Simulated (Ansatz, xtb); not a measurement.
## Two isomers of C4H4F2OSi

Structure X is `CC#CC(=O)[SiH](F)F`, a singlet and structure Y is `F[SiH2]c1occc1F`, a singlet. Both are isolated molecules in the gas phase, relaxed with r2SCAN-D4/def2-SVP; the shapes shown needn't be the lowest conformers.

X (Å):

```yaml
atoms:
  - { symbol: C, position_ang: [-3.6940, 0.2602, 0.6034] }
  - { symbol: C, position_ang: [-2.2682, 0.2648, 0.3610] }
  - { symbol: C, position_ang: [-1.0583, 0.2422, 0.1812] }
  - { symbol: C, position_ang: [0.3374, 0.3459, -0.1542] }
  - { symbol: F, position_ang: [0.3627, 3.1012, -1.0366] }
  - { symbol: F, position_ang: [0.0471, 1.2950, -2.8723] }
  - { symbol: O, position_ang: [1.2299, -0.3209, 0.3548] }
  - { symbol: Si, position_ang: [0.8301, 1.6243, -1.4973] }
  - { symbol: H, position_ang: [-4.2146, 1.0025, -0.0217] }
  - { symbol: H, position_ang: [-3.9061, 0.4869, 1.6610] }
  - { symbol: H, position_ang: [-4.1182, -0.7339, 0.3870] }
  - { symbol: H, position_ang: [2.2873, 1.6113, -1.7347] }
```

Y (Å):

```xyz
12

C    -0.9216   -0.3141   -1.5518
C    -0.2757    1.4037   -0.3131
C    -0.7689    1.9649   -1.4624
C    -1.1806    0.8527   -2.2435
F    -2.5636   -2.6530   -1.2341
F    -1.7276    0.9237   -3.4482
O    -0.3578    0.0614   -0.3492
Si   -1.2023   -2.0997   -1.9379
H    -1.3632   -2.2248   -3.4083
H    -0.0769   -2.9075   -1.4029
H     0.1569    1.8308    0.5899
H    -0.8328    3.0195   -1.7215
```

Question: Which of the two would you expect CCSD(T)/def2-SVP + ΔMP2/def2-TZVPP electronic energies to favour?

Answer: Structure X; the calculation gives E(Y) − E(X) = +89.1 kJ/mol.

The same difference at several levels:

| level | geometry | E(Y) − E(X) (kJ/mol) | departure from the last row (kJ/mol) | job, with rough time for the two |
| --- | --- | --- | --- | --- |
| r2SCAN-D4/def2-SVP | r2SCAN-D4/def2-SVP | +35.6 | −53.6 | optimisation, 49 s |
| HF/def2-SVP | r2SCAN-D4/def2-SVP | +79.7 | −9.4 | part of the CCSD(T) run |
| MP2/def2-SVP | r2SCAN-D4/def2-SVP | +73.4 | −15.8 | part of the CCSD(T) run |
| CCSD(T)/def2-SVP | r2SCAN-D4/def2-SVP | +68.7 | −20.5 | single point |
| CCSD(T)/def2-SVP + ΔMP2/def2-TZVPP | r2SCAN-D4/def2-SVP | +89.1 |  | single point, 56 s |

As drawn, Y has 2 C∷O, 3 C∷C, 1 C–F, 1 Si–H in place of 2 C–C, 1 C≡C, 1 C=O, 1 F–Si, 1 C–H (∷ is an aromatic bond). Structure X has no ring, Y a 5-membered ring (with an aromatic ring).

None of the levels shown reverses the order. The largest departure from CCSD(T)/def2-SVP + ΔMP2/def2-TZVPP is that of r2SCAN-D4/def2-SVP, 53.6 kJ/mol. A small imaginary or near-zero mode remains, so no thermal terms are given. Levels run at GFN2-xTB geometries aren't shown. The last row adds to CCSD(T) the change of the MP2 difference between the two basis sets, here +20.5 kJ/mol, a large step that makes the value less sure.

The correlated steps freeze 12 core orbitals. Run with Ansatz 0.2.0, xtb 6.7.1; the last row on 4 threads of Arm Neoverse V2 on a shared host.
